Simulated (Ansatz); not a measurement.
Isolated molecules relaxed with PBE0-D4/def2-TZVP in Ansatz; ΔE leaves out vibrations. CCSD(T)/CBS adds triple-zeta CCSD(T) − MP2 to the extrapolated MP2 energy (def2 sets, frozen cores). This one scheme is used for every species. Functionals use def2-TZVPP. Elements past krypton have def2 core potentials. For Hf outer-core shells are correlated without core-valence functions, which leaves a few kJ/mol of doubt a bond. One conformer a species, not always the lowest.

Reaction (formal hydrolysis of the Hf–Cl bond): `[OH][Hf]([OH])([SH])[Cl]` + H₂O → `[OH][Hf]([OH])([OH])[SH]` + HCl

```tsv
level	ΔE (kJ/mol)
ωB97X-V	36.3
CCSD/CBS(def2)	40.3
```

Question: What does CCSD(T)/CBS give? (Estimate.)

Answer: Ansatz gave: +41.7 kJ/mol. The listed levels differ from it by -5.4, -1.4 kJ/mol.

Largest T1 diagnostic among the species: 0.015.

Leaving LDA and LC-ωPBE aside and taking each functional with its dispersion term where it has one, the values, not all of them listed here, spread over 11.7 kJ/mol, from CAM-B3LYP-D4 to HSE06-D4. LDA lies −3.4 kJ/mol from PBE without D4. From BLYP to BHLYP (50 % exact exchange), in def2-TZVPP and without D4, ΔE moves by +5.9 kJ/mol. At CCSD(T), def2-SVP lies −13.2 kJ/mol from the extrapolated value and def2-TZVPP −3.4 kJ/mol.
